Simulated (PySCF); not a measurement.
Isomers of C5H5NO, one GFN2-xTB conformer each. Single-point energies are computed at PBE0/pcSseg-1 (PySCF, gas phase, no added dispersion term), electronic only.

Question: Rank them by PBE0/pcSseg-1 energy, lowest first (kJ/mol).
A. `[CH3:1][C:2](=[O:3])/[CH:4]=[CH:5]/[C:6]#[N:7]` with C1–C2–C4–C5 -178°
B. `[CH:1]#[C:2][C:3](=[CH2:4])[C:5]([NH2:6])=[O:7]` with C2–C3–C5–N6 0°, C3–C5–N6–H 180° and 0°
C. `[O-][n+]1ccccc1`
D. `[CH2:1]=[N:2][c:3]1[cH:4][cH:5][o:6][cH:7]1` with C1–N2–C3–C4 -149°
E. `[OH:1][c:2]1[cH:3][cH:4][cH:5][cH:6][n:7]1` with H–O1–C2–C3 180°

Answer: E (0.0), A (135.3), D (182.5), C (192.3), B (211.6).

As drawn, the lowest has an aromatic ring and an O–H bond, which the highest lacks; the highest has a C=O bond, a C≡C bond and an N–H bond, which the lowest lacks. Neighbours under 10 kJ/mol apart (C=Nc1ccoc1 and [O-][n+]1ccccc1) can change places with a better method, another conformer or zero-point energy. GFN2-xTB itself gives, in the same order: 0.0, 204.7, 111.4, 152.9, 244.8. Both levels put the same isomer lowest; measured from each level's own lowest isomer, the values differ by up to 71.1 kJ/mol (C=Nc1ccoc1: 111.4 against 182.5).

Question: Which frontier levels, dipoles and rotational constants go with these structures?

Answer: 
| SMILES | HOMO (eV, PBE0/pcSseg-1) | LUMO (eV) | dipole (D) | A, B, C (MHz) |
| --- | --- | --- | --- | --- |
| Oc1ccccn1 | -6.98 | -0.76 | 1.21 | 5904, 2791, 1895 |
| CC(=O)/C=C/C#N | -8.07 | -2.97 | 3.52 | 9199, 1227, 1090 |
| C=Nc1ccoc1 | -6.54 | -1.01 | 1.17 | 8274, 2090, 1694 |
| [O-][n+]1ccccc1 | -6.36 | -1.16 | 3.96 | 6009, 2846, 1931 |
| C#CC(=C)C(N)=O | -7.50 | -1.65 | 3.34 | 4491, 2359, 1547 |
